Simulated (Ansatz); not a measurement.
`C#CCCC(F)(F)C(F)(F)C(F)(F)C(F)(F)C(F)(F)C(F)(F)C(F)(F)C(F)(F)F` with charge +1. The state is a doublet with charge 1. Geometry PBE-D4/def2-SVP, that of the neutral singlet; atoms count from 1.

```xyz
34

C     4.573   -4.746    1.986
C     3.619   -4.218    1.433
C     2.497   -3.572    0.758
C     2.968   -2.580   -0.324
C     1.867   -2.000   -1.207
F     0.982   -2.974   -1.584
F     2.440   -1.493   -2.338
C     1.054   -0.839   -0.548
F     1.889    0.222   -0.411
F     0.649   -1.238    0.693
C    -0.226   -0.409   -1.339
F    -1.197   -1.321   -1.111
F     0.058   -0.390   -2.664
C    -0.818    1.021   -1.031
F     0.068    1.957   -1.436
F    -1.936    1.109   -1.801
C    -1.226    1.314    0.444
F    -2.095    0.367    0.861
F    -0.109    1.261    1.215
C    -1.847    2.733    0.732
F    -2.126    2.732    2.063
F    -0.905    3.669    0.483
C    -3.151    3.126   -0.036
F    -3.970    2.053   -0.139
F    -2.812    3.557   -1.273
C    -3.959    4.274    0.658
F    -3.141    5.285    0.992
F    -4.576    3.822    1.757
F    -4.883    4.729   -0.201
H     5.409   -5.219    2.481
H     1.852   -4.343    0.284
H     1.862   -3.055    1.507
H     3.657   -3.093   -1.026
H     3.535   -1.738    0.122
```

Single mean-field runs in def2-TZVP are fitted with def2-universal-jkfit.

(1) Estimate the Mulliken populations of the heavy atoms from the PBE0/def2-TZVP orbitals of Ansatz.

(2) Where does the spin sit?

(3) And the Mayer bond orders between heavy atoms (over 0.3)?

## Answers

(1) 
```csv
atom,charge (e),spin (α − β)
C1,0.12,0.45
C2,0.17,0.27
C3,-0.36,0.01
C4,-0.29,0.02
C5,0.37,0.01
F6,-0.15,0.01
F7,-0.13,0.01
C8,0.24,0.01
F9,-0.13,0.00
F10,-0.17,0.01
C11,0.30,0.01
F12,-0.12,0.01
F13,-0.11,0.01
C14,0.27,0.01
F15,-0.12,0.01
F16,-0.12,0.01
C17,0.27,0.01
F18,-0.13,0.01
F19,-0.14,0.01
C20,0.27,0.01
F21,-0.12,0.01
F22,-0.12,0.01
C23,0.26,0.01
F24,-0.13,0.01
F25,-0.13,0.00
C26,0.42,0.00
F27,-0.12,0.00
F28,-0.12,0.00
F29,-0.12,0.00
```
Mulliken values depend strongly on the basis.

(2) Summed by element: C 0.82, F 0.11, H 0.07, of 1 unpaired in all. Largest on single atoms: C1 0.45, C2 0.27, H31 0.05.

(3) C1–C2 2.25 (1.22 Å); C2–C3 1.21 (1.46 Å); C3–C4 1.00 (1.54 Å); C4–C5 0.97 (1.53 Å); C5–F6 1.06 (1.37 Å); C5–F7 1.14 (1.37 Å); C5–C8 0.94 (1.56 Å); C8–F9 1.11 (1.36 Å); C8–F10 1.05 (1.36 Å); C8–C11 0.96 (1.56 Å); C11–F12 1.14 (1.35 Å); C11–F13 1.12 (1.36 Å); C11–C14 0.92 (1.58 Å); C14–F15 1.13 (1.35 Å); C14–F16 1.11 (1.36 Å); C14–C17 0.96 (1.56 Å); C17–F18 1.14 (1.35 Å); C17–F19 1.09 (1.36 Å); C17–C20 0.93 (1.58 Å); C20–F21 1.11 (1.36 Å); C20–F22 1.14 (1.35 Å); C20–C23 0.95 (1.56 Å); C23–F24 1.11 (1.35 Å); C23–F25 1.11 (1.35 Å); C23–C26 0.95 (1.57 Å); C26–F27 1.16 (1.34 Å); C26–F28 1.17 (1.34 Å); C26–F29 1.17 (1.34 Å).
